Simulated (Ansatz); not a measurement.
Ansatz (a quantum-chemistry and plane-wave program) input for I2, SMILES II (connectivity only; charge and spin as stated), charge -1, multiplicity 2, CAM-B3LYP/def2-TZVPD. Geometry: B3LYP-D3(BJ)/def2-TZVPD. The def2 effective core potentials stand for the cores of I; spin–orbit coupling is left out.

Ansatz 0.2 input:
```yaml
crystal:
  periodic: [false, false, false]
  atoms:
    - {symbol: I, position_ang: [0.00000000, 0.00000000, -1.65817164]}
    - {symbol: I, position_ang: [0.00000000, 0.00000000, 1.65817164]}
basis:
  gaussian:
    orbitals: def2-TZVPD
hamiltonian:
  xc: {name: CAM-B3LYP}
total_charge: -1
magnetization: {spin_polarized: true, initial_magnetization: 1}
```

Output:

```
WARN ansatz: RAYON_NUM_THREADS=1 ignored (pool sized by the plan → 1); use --threads N
Functional definition: CAM-B3LYP
integrals: 0.05 GiB planned
886 factors; their error is unknown
integrals: 0.08 GiB planned
231 factors; integrals over basis functions are off by at most 5.3e-4 eV
mean field: 0.69 GiB planned
mean field evaluation 1: about -16204.6777 eV, gradient 1.0e1 eV
mean field evaluation 2: about -16204.8015 eV, gradient 1.0e1 eV
mean field evaluation 4: about -16205.0910 eV, gradient 3.3e-1 eV
mean field evaluation 8: about -16205.4621 eV, gradient 8.6e-3 eV
mean field evaluation 16: about -16205.4621 eV, gradient 6.0e-5 eV
mean field -16205.46213656 eV, -595.5397490618 hartree, gradient 2.3e-5 eV, S^2 0.755486; 1 other end points of the search recorded, 0 dependent functions left out
reference -16205.46224207 eV, -595.5397529393 hartree; 26, 25 occupied and 92, 93 virtual orbitals, 886 factors
Total energy: -16205.46224207 eV, -595.5397529393 hartree
```

Self-consistency was reached.
